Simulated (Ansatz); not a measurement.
`O[Si](O)F` radical. Charge 0, multiplicity 2.

```xyz
6

O    -1.0736    1.0567   -0.0246
Si    0.0404    0.0297    0.5768
O     0.4868   -0.9888   -0.6273
F     1.2583    0.9485    1.0381
H    -1.7725    0.6775   -0.5613
H     1.0605   -1.7236   -0.4017
```

(1) List the harmonic frequencies (cm⁻¹, unscaled) at PBE0-D4/def2-TZVP in Ansatz. (Best estimate.)

(2) Is this a minimum?

(3) Give the ideal-gas thermochemistry at 298.15 K and 1 bar (rigid rotor, harmonic oscillator; point group C1, symmetry number 1).

Results:

(1) The calculation gave: 166, 220, 296, 319, 397, 793, 801, 811, 946, 966, 3913, 3915.

(2) Yes, all 12 modes are real.

(3) Zero-point energy 81.0 kJ/mol; H(298) − E = 97.8 kJ/mol; entropy 311.0 J/(mol·K), of which translation 163.7, rotation 103.9, vibration 37.7, electronic 5.8; G(298) − E = 5.0 kJ/mol.
